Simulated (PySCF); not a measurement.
This PySCF input asks for the NMR shieldings of SMILES C=C(C)[SiH2]CN(C)[SiH3], C₅H₁₅NSi₂; the geometry comes from GFN2-xTB.

```python
import basis_set_exchange as bse
import numpy as np
from pyscf import gto, dft
from pyscf.prop import nmr

atoms = """
C     2.002733    1.609622   -0.704477
C     1.832649    0.544277    0.068732
C     2.669196   -0.686958   -0.119571
Si    0.549817    0.506031    1.458721
C    -0.839198   -0.781887    1.137818
N    -1.664921   -0.578661   -0.033018
C    -0.994583   -0.902550   -1.264440
Si   -2.995500    0.505088   -0.004182
H     1.413300    2.502413   -0.578405
H     2.733421    1.634817   -1.500105
H     3.239800   -0.890731    0.785760
H     2.035075   -1.552132   -0.308137
H     3.361320   -0.573373   -0.952166
H    -0.046815    1.836024    1.607416
H     1.211536    0.083694    2.702403
H    -1.497350   -0.779308    2.008967
H    -0.405813   -1.788589    1.079358
H    -0.149573   -0.234637   -1.466895
H    -1.697054   -0.829496   -2.091163
H    -0.614813   -1.928858   -1.220402
H    -3.818621    0.129564   -1.154259
H    -3.663614    0.263461    1.274584
H    -2.665745    1.939174   -0.102639
"""
names = dict.fromkeys(["C", "Si", "N", "H"], "pcSseg-1")
basis = {el: gto.basis.parse(bse.get_basis(n, elements=[el], fmt="nwchem")) for el, n in names.items()}
mol = gto.M(atom=atoms, basis=basis, charge=0, verbose=0)
mf = dft.RKS(mol, xc="PBE0")
mf.grids.level = 2
mf.grids.alignment = dft.numint.BLKSIZE   # the property module wants whole blocks of grid points
mf.conv_tol = 1e-9
mf.kernel()

calc = nmr.RKS(mf)   # GIAO
C = mf.mo_coeff
Co = C[:, mf.mo_occ > 0]
resp = mf.gen_response(singlet=True, hermi=2)
def vind(x):   # induced exchange potential for any number of trial vectors
    d = np.einsum("pi,xij,qj->xpq", C, 2 * x.reshape(-1, C.shape[1], Co.shape[1]), Co, optimize=True)
    return np.einsum("xpq,pi,qj->xij", resp(d - d.transpose(0, 2, 1)), C, Co, optimize=True).ravel()
mo1, _ = nmr.rhf.solve_mo1(calc, with_cphf=vind)
sigma = calc.kernel(mo1)
for i, s in enumerate(sigma):   # ppm
    print("%2d %-2s %9.2f" % (i, mol.atom_pure_symbol(i), np.trace(s) / 3))
```

Question: What does it print?

Answer: 
```
 0 C      50.06
 1 C      31.48
 2 C     159.44
 3 Si    397.99
 4 C     144.94
 5 N     255.45
 6 C     145.57
 7 Si    397.40
 8 H      25.76
 9 H      25.69
10 H      29.51
11 H      29.41
12 H      29.65
13 H      27.27
14 H      27.54
15 H      28.78
16 H      28.88
17 H      28.23
18 H      29.18
19 H      29.25
20 H      27.17
21 H      27.12
22 H      26.74
```

These numbers come from an equivalent density-fitted implementation of the same equations, which agrees with the script to about 0.01 ppm for H and up to a few tenths of a ppm for heavy atoms, so last digits may differ.

Question: Turn these shieldings into chemical shifts. Scale: 13C (σref 186.93), 29Si (σref 349.16), 1H (σref 31.72) vs TMS; 15N (σref 267.73) vs NH3 (reference shieldings calculated alike).

Answer: Averaging equivalent atoms: C 1: 155.4; C 0: 136.9; C 4: 42.0; C 6: 41.4; C 2: 27.5; Si 7: -48.2; Si 3: -48.8; N 5: 12.3; H 9: 6.02; H 8: 5.96; H 20/21/22: 4.71; H 13/14: 4.31; H 15/16: 2.89; H 17/18/19: 2.83; H 10/11/12: 2.20 ppm. Experimental scales use liquid or dissolved standards, which lie at an offset from isolated NH3 (liquid NH3: subtract about 20 ppm).

Size and cost of the density-fitted run: 225 basis functions, 2.7 min wall time (2.2 min CPU) on 1 thread of an Intel Xeon, shared host; peak memory 0.96 GiB.
